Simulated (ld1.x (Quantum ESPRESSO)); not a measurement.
**Transferability test, ultrasoft potential for aluminium (Al)**

```json
{"Element": "aluminium (Al)", "Generator": "ld1.x (Quantum ESPRESSO) 7.5", "Type": "ultrasoft", "Functional": "PBEsol", "Relativity": "non-relativistic", "Frozen core": "[Ne]", "Valence charge": "3", "Reference configuration": "3s2 3p1", "Partial waves": "3s (bound): rcut 2.15, rcutus 2.25 bohr; 3s channel at 0.05 Ry: rcut 2.15, rcutus 2.25 bohr; 3p (bound): rcut 2.05, rcutus 2.70 bohr; 3p channel at 1.65 Ry: rcut 2.05, rcutus 2.70 bohr; 3d channel at 0.3 Ry: rcut 1.80, rcutus 2.25 bohr; 3d channel at 2.3 Ry: rcut 1.80, rcutus 2.25 bohr", "Local potential": "all-electron potential smoothed inside 2.00 bohr (lloc = -1)", "Core correction": "none", "Augmentation charge": "PSQ, radius 1.80 bohr"}
```

Energies are relative to the spin-unpolarised reference configuration 3s2 3p1; without spin polarisation the order of configurations can differ from experiment.

| valence configuration | charge | ΔE all-electron (eV) | error AE − PS (meV) |
| --- | --- | --- | --- |
| 3s2 3p0 | +1 | 5.746 | -2.5 |
| 3s1 3p1 | +1 | 11.499 | +4.7 |
| 3s1 3p2 | 0 | 5.087 | +2.9 |
| 3s0 3p3 | 0 | 10.338 | +14 |
| 3s2 3p1.3 | -0.3 | -0.570 | 0.0 |

(1) What are ΔE and the potential's error for 3s1 3p0?

(2) What are ΔE and the potential's error for 3s2 3p0.5?

Levels in the configuration 3s2 3p0:

```csv
level,all-electron (eV),pseudo (eV)
3s,-14.748,-14.753
```

Results:

(1) ΔE = 24.883 eV all-electron; the error (AE − PS) is +5.5 meV.

(2) ΔE = 2.078 eV all-electron; the error (AE − PS) is -0.4 meV.

ld1.x printed “convergence not achieved” for 5 of the counted tests; their residual had stalled under 1e-8, short of the target of 1e-14.
